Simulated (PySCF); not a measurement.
# Spin-Hamiltonian simulation

Molecule: `InChI=1S/C7H6O/c1-2-4-7-5-3-6-8-7/h1,3,5-6H,4H2`.

Molfile (atoms numbered from 1):
```
C7H6O
     RDKit          3D

 14 14  0  0  0  0  0  0  0  0999 V2000
   -3.0907    0.8806    0.5249 C   0  0  0  0  0  0  0  0  0  0  0  0
   -2.2559    0.1028    0.1218 C   0  0  0  0  0  0  0  0  0  0  0  0
   -1.2413   -0.8358   -0.3501 C   0  0  0  0  0  0  0  0  0  0  0  0
    0.1634   -0.3738   -0.1264 C   0  0  0  0  0  0  0  0  0  0  0  0
    0.9002   -0.1090    0.9918 C   0  0  0  0  0  0  0  0  0  0  0  0
    2.1881    0.3063    0.5294 C   0  0  0  0  0  0  0  0  0  0  0  0
    2.1300    0.2589   -0.8309 C   0  0  0  0  0  0  0  0  0  0  0  0
    0.9085   -0.1512   -1.2310 O   0  0  0  0  0  0  0  0  0  0  0  0
   -3.8327    1.5720    0.8782 H   0  0  0  0  0  0  0  0  0  0  0  0
   -1.3997   -1.8120    0.1398 H   0  0  0  0  0  0  0  0  0  0  0  0
   -1.3698   -1.0090   -1.4304 H   0  0  0  0  0  0  0  0  0  0  0  0
    0.5583   -0.1920    2.0208 H   0  0  0  0  0  0  0  0  0  0  0  0
    3.0448    0.6005    1.1316 H   0  0  0  0  0  0  0  0  0  0  0  0
    2.8461    0.4751   -1.6190 H   0  0  0  0  0  0  0  0  0  0  0  0
  1  2  3  0
  2  3  1  0
  3  4  1  0
  4  5  2  0
  5  6  1  0
  6  7  2  0
  7  8  1  0
  8  4  1  0
  1  9  1  0
  3 10  1  0
  3 11  1  0
  5 12  1  0
  6 13  1  0
  7 14  1  0
M  END
```

Calculated, not measured (PySCF 2.14): couplings computed with B3LYP/pcJ-1 (without the spin–dipole term), coordinates at the PBE0-D3(BJ)/def2-SVP level, B97-2/pcSseg-1 with gauge-including orbitals. One conformer, averaged over atoms made equivalent by symmetry, fast rotation or ring inversion, gas phase, no relativistic terms.

Chemical shifts δ = σref − σ; ¹H vs TMS, all at this level.

The 6-spin Hamiltonian (Zeeman plus full scalar coupling among like nuclei) was diagonalised exactly; lines are Lorentzian, 0.4 Hz wide, and the maxima above 3 % are listed with the tallest set to 100.

Peak list at 800 MHz for the spins H9/H10/H11/H12/H13/H14:
δ in ppm (height): 7.182 (40), 7.181 (40), 7.179 (41), 7.178 (41), 6.504 (17), 6.504 (27), 6.503 (17), 6.501 (18), 6.501 (28), 6.501 (20), 6.500 (23), 6.499 (35), 6.499 (22), 6.497 (22), 6.496 (34), 6.464 (18), 6.463 (40), 6.462 (40), 6.461 (19), 6.459 (15), 6.458 (32), 6.457 (32), 6.456 (14), 3.513 (69), 3.513 (73), 3.512 (69), 3.508 (70), 3.507 (74), 3.507 (70), 1.925 (51), 1.920 (100), 1.915 (50)

Extract the chemical shifts and coupling constants behind this pattern (give the signs of the calculation).

Answers


Shifts (ppm): H9 1.92, H10/H11 3.51, H12 6.46, H13 6.50, H14 7.18.
Couplings (Hz): H9–H10, H9–H11: -4.3; H10–H11: -20.8; H10–H12, H11–H12: -0.8; H10–H13, H11–H13: 0.4; H10–H14, H11–H14: -0.4; H12–H13: 3.7; H12–H14: 0.6; H13–H14: 2.3.
These are the parameters used. A line list fixes at most the relative signs, and those only where coupling is strong; other parameter sets or atom labellings may fit too, and couplings well below the line width leave little trace.

Unscaled 3J(H,H) at this level run about 10 % above measured values.
